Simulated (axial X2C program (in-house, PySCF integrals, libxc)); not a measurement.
Outer orbitals of CaF at 1.941 Å, PBE50

Calculated with an axial X2C code built on PySCF integrals. Spin-free means the one-electron spin-free X2C Hamiltonian; two-component (2c) means X2C with spin–orbit coupling and atomic mean-field two-electron Coulomb and Gaunt terms, so the difference of the two also holds small scalar two-electron terms. Basis: Ca dyall-cv3z [11s12p6d4f], F dyall-av3z [7s6p3d2f] (cores contracted in-house); Gaussian nuclei, density fitting, unrestricted open shells. Masses: Ca 39.963 u, F 18.998 u.

The distance is close to the 2c PBE0 minimum; the highest filled and lowest empty levels are listed.

Spin-free orbitals, state M_S = 1/2, Λ = 0 (beyond evenly filled blocks: σα) (Löwdin shares):

| symmetry | occupied | ε (eV) | atomic character |
| --- | --- | --- | --- |
| σα | yes | -34.32 | 55% F s, 37% Ca p, 3% Ca d |
| σβ | yes | -34.26 | 57% F s, 35% Ca p, 3% Ca d |
| π+α | yes | -32.09 | 100% Ca p |
| π-α | yes | -32.09 | 100% Ca p |
| π+β | yes | -32.01 | 100% Ca p |
| π-β | yes | -32.01 | 100% Ca p |
| σα | yes | -30.79 | 63% Ca p, 30% F s, 2% Ca d |
| σβ | yes | -30.68 | 65% Ca p, 29% F s |
| σα | yes | -11.78 | 89% F p, 6% Ca d, 2% Ca p |
| σβ | yes | -11.75 | 89% F p, 5% Ca d, 2% Ca p |
| π-β | yes | -11.53 | 92% F p, 4% Ca d, 2% Ca f |
| π+β | yes | -11.53 | 92% F p, 4% Ca d, 2% Ca f |
| π-α | yes | -11.53 | 92% F p, 4% Ca d, 2% Ca f |
| π+α | yes | -11.53 | 92% F p, 4% Ca d, 2% Ca f |
| σα | yes | -4.84 | 72% Ca s, 18% Ca p, 4% F p |
| σβ | no | -1.28 | 80% Ca s, 9% Ca p, 4% F p |
| π+α | no | -0.66 | 88% Ca p, 10% Ca d |
| π-α | no | -0.66 | 88% Ca p, 10% Ca d |
| σα | no | -0.08 | 68% Ca p, 24% Ca d, 4% Ca s |

Spinors with spin–orbit coupling (state Ω = 1/2):

```
   ω  occupied  ε (eV)             atomic character    λ mixture
 1/2       yes  -34.33   55% F s, 37% Ca p, 3% Ca d       100% σ
-1/2       yes  -34.27   57% F s, 35% Ca p, 3% Ca d       100% σ
-1/2       yes  -32.21                     99% Ca p  99% π, 1% σ
 1/2       yes  -32.14                     98% Ca p  99% π, 1% σ
 3/2       yes  -31.95                    100% Ca p       100% π
-3/2       yes  -31.87                    100% Ca p       100% π
 1/2       yes  -30.76   64% Ca p, 29% F s, 2% Ca d  99% σ, 1% π
-1/2       yes  -30.66            66% Ca p, 28% F s  99% σ, 1% π
 1/2       yes  -11.79    89% F p, 6% Ca d, 2% Ca p  99% σ, 1% π
-1/2       yes  -11.75    89% F p, 5% Ca d, 2% Ca p  98% σ, 2% π
 1/2       yes  -11.55    92% F p, 4% Ca d, 2% Ca f  99% π, 1% σ
-1/2       yes  -11.55    92% F p, 4% Ca d, 2% Ca f  98% π, 2% σ
-3/2       yes  -11.52    92% F p, 4% Ca d, 2% Ca f       100% π
 3/2       yes  -11.51    92% F p, 4% Ca d, 2% Ca f       100% π
 1/2       yes   -4.84   72% Ca s, 18% Ca p, 4% F p       100% σ
-1/2        no   -1.28    80% Ca s, 9% Ca p, 4% F p       100% σ
-1/2        no   -0.66           88% Ca p, 10% Ca d       100% π
 3/2        no   -0.66           88% Ca p, 10% Ca d       100% π
 1/2        no   -0.08  68% Ca p, 24% Ca d, 4% Ca s       100% σ
```

Mulliken charges and populations of the two-component result (they depend on the basis, above all on diffuse functions):

Ca 0.79 e (s 6.81 p 12.17 d 0.22 f 0.02), F -0.79 e (s 4.03 p 5.75 d 0.01). ⟨Lz⟩ = 0.00 ħ and ⟨Sz⟩ = 0.50 ħ (0.49 and 0.01 on the two atoms), which add up to Ω.

The state is a single determinant with fixed occupations, the lowest that a limited PBE0 search found. Density functionals use the spin component along the axis (collinear).
